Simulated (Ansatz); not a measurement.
`NCOC=[Se]` and `N=COCN` differ in one atom or group.

Ansatz, PBE0-D4/def2-TZVP geometries, multiplicity 1. Each molecule was computed in one conformer, which needn't be the lowest.

Scalar relativity is left out up to krypton. Spin–orbit coupling is left out; it splits and shifts lone-pair levels of the heavy atoms by tenths of an eV.

```json
{"property": "HOMO energy (B3LYP/def2-TZVPP) / eV", "`NCOC=[Se]`": "-5.96"}
{"property": "LUMO energy (PBE/def2-TZVPP) / eV", "`NCOC=[Se]`": "-2.43"}
{"property": "HOMO–LUMO gap (PBE/def2-TZVPP) / eV", "`NCOC=[Se]`": "2.60"}
{"property": "HOMO energy (ωB97M-V/def2-TZVPP) / eV", "`NCOC=[Se]`": "-8.36"}
{"property": "HOMO–LUMO gap (PBE0/def2-TZVPP) / eV", "`NCOC=[Se]`": "4.62"}
{"property": "LUMO energy (PBE0/def2-TZVPP) / eV", "`NCOC=[Se]`": "-1.58"}
```

(1) What does the change do to each property? (An estimate is asked.)

Answers

(1) The calculation gave: 
| property | `N=COCN` | shift |
| --- | --- | --- |
| HOMO energy (B3LYP/def2-TZVPP) / eV | -7.26 | -1.30 |
| LUMO energy (PBE/def2-TZVPP) / eV | -0.34 | 2.09 |
| HOMO–LUMO gap (PBE/def2-TZVPP) / eV | 5.64 | 3.04 |
| HOMO energy (ωB97M-V/def2-TZVPP) / eV | -9.90 | -1.54 |
| HOMO–LUMO gap (PBE0/def2-TZVPP) / eV | 8.24 | 3.62 |
| LUMO energy (PBE0/def2-TZVPP) / eV | 0.73 | 2.31 |

With PBE0 the HOMO falls by 1.30 eV and the LUMO rises by 2.31 eV, so the gap widens by about 3.61 eV. PBE moves the HOMO by -0.94 eV and ωB97M-V by -1.54 eV.

B3LYP here is the variant with VWN-RPA as its local correlation; programs differ in this.
